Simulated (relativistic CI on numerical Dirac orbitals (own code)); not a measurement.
Radial parameters of Re LXX

Computed by Dirac-Coulomb-Breit CI, KLI orbitals optimised for each configuration, a model potential for QED, unscaled Slater integrals (own radial code, finite nucleus).

Slater integrals F^k, G^k are unscaled and averaged over j, outside the closed core 1s2; ζ comes from projecting the Hamiltonian with its Breit term on Σ l·s of the shell.

- 2s²2p²: F^2(2p,2p) = 1.4445e+06, ζ(2p) = 8.2788e+06 cm⁻¹; <r>(2p) = 0.06489, <r^2>(2p) = 0.005139 (bohr units).
- 2s2p³: F^2(2p,2p) = 1.4434e+06, G^1(2s,2p) = 1.5568e+06, ζ(2p) = 8.2606e+06 cm⁻¹; <r>(2s) = 0.07303, <r^2>(2s) = 0.006345, <r>(2p) = 0.06494, <r^2>(2p) = 0.005147 (bohr units).
- 2p⁴: F^2(2p,2p) = 1.4417e+06, ζ(2p) = 8.2427e+06 cm⁻¹; <r>(2p) = 0.06501, <r^2>(2p) = 0.005159 (bohr units).

Averages of the first 10 configurations, taken without configuration mixing, which lowers the lowest level and can move excited configurations by several eV; other configurations of the list can lie among them:

```tsv
Configuration	Parity	States	Average energy above the lowest level (eV)
2s²2p²	even	15	2036.3
2s2p³	odd	40	3377.5
2p⁴	even	15	4782.7
2p³3s	odd	40	14458.6
2p³3p	even	120	14849.5
2s²2p3s	odd	12	11786.9
2p³3d	odd	200	15151.4
2s²2p3p	even	36	12190.1
2s²2p3d	odd	60	12491.9
2s2p²3s	even	60	13090.5
```
